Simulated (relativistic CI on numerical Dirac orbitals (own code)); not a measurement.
Level scheme of Rh¹⁸⁺

Computed by Dirac-Coulomb-Breit CI, orbitals from a KLI potential per configuration, model QED (radiative potential, 1s self-energy scaled to tabulated hydrogen-like ionisation energies), unscaled Slater integrals (own radial code, finite nucleus).

Configuration list (outside the closed core [Ne]): 3s2 3p6 3d9, 3s2 3p5 3d10, 3s 3p6 3d10, 3s2 3p6 3d8 4s, 3s2 3p6 3d8 4p, 3s2 3p6 3d8 4d, 3s2 3p6 3d7 4s2, 3s2 3p6 3d8 4f, 3s2 3p5 3d9 4s, 3s2 3p6 3d7 4s 4p, 3s2 3p4 3d10 4s, 3s2 3p6 3d8 5s, 3s2 3p6 3d7 4p2, 3s2 3p5 3d9 4p, 3s2 3p4 3d10 4p, 3s2 3p6 3d8 5p, 3s2 3p6 3d7 4s 4d, 3s2 3p6 3d8 5d, 3s2 3p6 3d7 4p 4d, 3s2 3p4 3d10 4d, 3s 3p5 3d10 4s, 3s2 3p5 3d9 4d, 3s2 3p6 3d8 5f, 3s2 3p5 3d8 4s2, 3s2 3p6 3d8 5g, 3s 3p6 3d9 4s, 3s 3p5 3d10 4p, 3s2 3p6 3d8 6s, 3s2 3p6 3d7 4d2, 3s2 3p6 3d8 6p, 3s2 3p5 3d8 4s 4p, 3s2 3p6 3d8 6d, 3s 3p6 3d9 4p, 3s2 3p5 3d9 4f, 3s2 3p5 3d8 4p2, 3s 3p5 3d10 4d. Levels of other configurations are missing.

The lowest level is 3s2 3p6 3d9 2D_5/2, with 100 % of that term; Hund's rules for 3s2 3p6 3d9 give 2D with J = 5/2, in agreement.

| No. | Configuration | Term | J | E (cm⁻¹) | % | Next component (%) | Landé g |
| --- | --- | --- | --- | --- | --- | --- | --- |
| 1 | 3s2 3p6 3d9 | 2D | 5/2 | 0 | 100 |  | 1.198 |
| 2 | 3s2 3p6 3d9 | 2D | 3/2 | 40155 | 100 |  | 0.797 |
| 3 | 3s2 3p5 3d10 | 2P° | 3/2 | 1518291 | 100 |  | 1.331 |
| 4 | 3s2 3p5 3d10 | 2P° | 1/2 | 1727252 | 100 |  | 0.662 |
| 5 | 3d8(3F) 4s | 4F | 9/2 | 2498074 | 98 | 2 2G | 1.326 |
| 6 | 3d8(3F) 4s | 2F | 7/2 | 2508958 | 50 | 47 4F | 1.179 |
| 7 | 3d8(3F) 4s | 4F | 5/2 | 2533716 | 59 | 28 2D | 1.145 |
| 8 | 3d8(3F) 4s | 4F | 3/2 | 2535457 | 48 | 41 2D | 0.667 |
| 9 | 3d8(3F) 4s | 4F | 7/2 | 2540231 | 52 | 48 2F | 1.189 |
| 10 | 3d8(3F) 4s | 2F | 5/2 | 2543549 | 42 | 24 4F | 1.070 |
| 11 | 3d8(3P) 4s | 4P | 5/2 | 2570531 | 51 | 40 2F | 1.248 |
| 12 | 3d8(3F) 4s | 4F | 3/2 | 2571874 | 37 | 28 2P | 1.034 |
| 13 | 3s 3p6 3d10 | 2S | 1/2 | 2572088 | 83 | 11 3s2 3p6 3d8 4s 4P | 2.054 |
| 14 | 3d8(3P) 4s | 4P | 1/2 | 2585399 | 80 | 14 3s 3p6 3d10 2S | 2.531 |
| 15 | 3d8(3P) 4s | 4P | 3/2 | 2590865 | 71 | 18 2P | 1.544 |
| 16 | 3d8(3P) 4s | 2P | 1/2 | 2603782 | 94 | 3 2S | 0.759 |
| 17 | 3d8(1D) 4s | 2D | 5/2 | 2607189 | 53 | 22 4P | 1.213 |
| 18 | 3d8(1G) 4s | 2G | 9/2 | 2607684 | 97 | 2 4F | 1.114 |
| 19 | 3d8(1G) 4s | 2G | 7/2 | 2608116 | 97 | 3 2F | 0.894 |
| 20 | 3d8(3P) 4s | 2P | 3/2 | 2611040 | 47 | 42 2D | 1.010 |
| 21 | 3d8(1S) 4s | 2S | 1/2 | 2718340 | 87 | 6 4P | 1.986 |
| 22 | 3d8(3F) 4p | 4D° | 7/2 | 2786499 | 68 | 17 4F° | 1.349 |
| 23 | 3d8(3F) 4p | 2G° | 9/2 | 2795745 | 39 | 35 4G° | 1.178 |
| 24 | 3d8(3F) 4p | 4D° | 5/2 | 2821553 | 44 | 26 2F° | 1.148 |
| 25 | 3d8(1D) 4p | 2D° | 3/2 | 2823143 | 45 | 23 2P° | 1.032 |
| 26 | 3d8(3F) 4p | 4F° | 5/2 | 2827789 | 28 | 26 4G° | 0.992 |
| 27 | 3d8(3F) 4p | 4G° | 7/2 | 2828815 | 63 | 16 2G° | 1.024 |
| 28 | 3d8(3F) 4p | 4G° | 11/2 | 2844448 | 97 | 3 2H° | 1.266 |
| 29 | 3d8(3F) 4p | 4D° | 3/2 | 2852116 | 62 | 19 4P° | 1.200 |
| 30 | 3d8(3F) 4p | 4F° | 9/2 | 2854310 | 69 | 28 2G° | 1.261 |

Energies count from the lowest computed level; ° marks odd parity. Percentages are summed over parent terms; the parents shown are those of the largest component, closed shells are left out there.

The mean weight of the leading LS term, summed over parents, in these 30 levels is 69 %, and that of the leading jj configuration (from the same eigenvectors) 80 %, so jj coupling describes them better and the LS labels are nominal.

At this charge energies of transitions that change n are usually good to better than 1 %, and those within a shell (Δn = 0) to a few per cent.

LS names give the leading component of a level, which can be under half, so a name can repeat, a term be missing and a line seem to break the LS rules.
